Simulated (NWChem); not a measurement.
System: AgNH4S; SMILES [Ag](<-[NH3])[SH]

```xyz
7

Ag    -0.0359     0.2790     0.0005
S     -0.0988    -2.0305     0.0003
H      1.2449    -2.1846     0.0007
N     -0.0566     2.4724     0.0008
H     -1.0079     2.8381    -0.0411
H      0.4451     2.8603    -0.7978
H      0.3731     2.8602     0.8404
```
Atoms are numbered in this order, from 1.

Level: PBE0/def2-SVP with def2 effective core potentials on Ag (NWChem), optimised geometry, unscaled harmonic frequencies. def2 effective core potentials on Ag; no spin-orbit coupling.

### Question
List the harmonic frequencies with IR intensities, and the thermochemistry.

### Answer
| frequency (cm⁻¹) | IR intensity (km/mol) |
|---|---|
| 5 | 8.4 |
| 96 | 2.4 |
| 97 | 4.3 |
| 312 | 3.8 |
| 381 | 13.6 |
| 545 | 24.3 |
| 563 | 31.6 |
| 607 | 17.4 |
| 1187 | 114.5 |
| 1635 | 20.5 |
| 1635 | 21.1 |
| 2698 | 7.9 |
| 3510 | 14.3 |
| 3631 | 47.9 |
| 3633 | 49.7 |

```yaml
zero_point_energy: 29.3 kcal/mol
thermal correction to the enthalpy at 298.15 K (with zero-point energy): 34.0 kcal/mol
heat capacity Cv: 18.6 cal/(mol K)
entropy at 298.15 K and 1 atm (symmetry number 1): 85.5 cal/(mol K)
```

Rigid rotor and harmonic oscillator; modes under 100 cm⁻¹ make the entropy uncertain.
